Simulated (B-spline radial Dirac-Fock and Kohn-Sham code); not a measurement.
Eu³⁺: non-radiative channels of the M3 vacancy

System: europium as Eu³⁺, 1s2 2s2 2p6 3s2 3p6 3d10 4s2 4p6 4d10 4f6 5s2 5p6.

The computed values come from a radial B-spline solver: independent-particle radiative and Coulomb Auger rates from relativistic LDA hole-state orbitals, with Dirac-Fock energies. Kinetic energies are configuration averages from the vacuum level; the two-hole energies are estimated from single-hole states.

```
transition  kinetic energy (eV)  width (meV)  share (%)
   M3-M5N3                16.12         1590       25.0
   M3-M4N4                113.6          105        1.7
   M3-M4N5                118.1         90.0        1.4
   M3-M5N4                140.7          453        7.1
   M3-M5N5                146.8          688       10.9
   M3-M5O1                251.7          147        2.3
   M3-M4O3                252.9         78.1        1.2
   M3-M4N6                260.5         81.9        1.3
   M3-M4N7                260.9          124        2.0
   M3-M5O2                276.2          125        2.0
   M3-M5O3                281.0          202        3.2
   M3-M5N6                288.2          800       12.6
   M3-M5N7                289.2          960       15.2
   M3-N3N3                884.9         98.3        1.6
   M3-N3N4               1009.6          136        2.2
   M3-N3N5               1016.5          183        2.9
```

Coster-Kronig rates are the weakest part of this model and often come out 1.5 to 2.5 times too large. The listed channels hold 92 % of the non-radiative rate. Summed by principal shells, of 6.34 eV in all: MMN 77.1 %, MNN 11.7 %, MMO 9.4 %, MNO 1.7 %.
